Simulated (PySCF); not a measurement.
# How methods differ on the ionisation energy of Se²³⁺

Se²³⁺ [Ne] 3s1 (2S) → Se²⁴⁺ [Ne] (1S), as a difference of total energies. All numbers are calculated (PySCF 2.14, scalar relativity by spin-free X2C-1e, in an uncontracted even-tempered set (18 s from 2.5 bohr⁻², ratio 2.5; 11 p from 3.2 bohr⁻², ratio 2.5; 5 d from 12 bohr⁻², ratio 2.7; 4 f from 19 bohr⁻², ratio 2.7)). Correlated levels: outer shells: 1s2 frozen; virtual orbitals above 40 to 60 times the deepest correlated orbital energy dropped. The calculations carry no spin-orbit coupling.

**Question.** Order these methods by the ionisation energy they give, lowest first.
A. PBEsol
B. SCS-MP2 (outer shells)
C. r2SCAN
D. PBE0

**Answer.** C (1035.5 eV), B (1036.1 eV), A (1037.7 eV), D (1038.3 eV).

Breit and QED terms and the two-electron picture change are absent.

For comparison: 1036.4 eV (semi-empirical (NIST evaluation); NIST Atomic Spectra Database, ionization energies).
